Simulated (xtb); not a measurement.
B(F)(Me)(OH) (CH4BFO), SMILES CB(O)F. All values are semi-empirical tight-binding results from xtb (GFN2-xTB unless named), good for trends rather than for accurate numbers. Coordinates come from a GFN2-xTB optimisation. One conformer was computed; it need not be the lowest.

- point group as xtb finds it: Cs
- orbital gap: 6.91 eV
- dipole moment: 0.91 D
- zero-point energy: 35.6 kcal/mol
- G − E(el) at 298.15 K (modified RRHO): 18.3 kcal/mol
- static polarisability (D4 model): 33.8 bohr³
- solvation energy, GFN2-xTB/ALPB(water): -5.6 kcal/mol
- solvation energy, GFN2-xTB/ALPB(octanol): -4.9 kcal/mol

Q: Give the IR lines (harmonic; lines under 4 % of the strongest left out, lines within 3 cm⁻¹ merged). (An estimate is asked for; the answer gives what the named calculation found.)

A: ν (cm⁻¹): 421 (w), 651 (s), 879 (m), 934 (m), 1214 (vs), 1335 (s), 1383 (m), 3030 (w), 3075 (w), 3597 (w) (against the strongest line: vs over 80 %, s over 45 %, m over 15 %, w over 4 %, vw less)
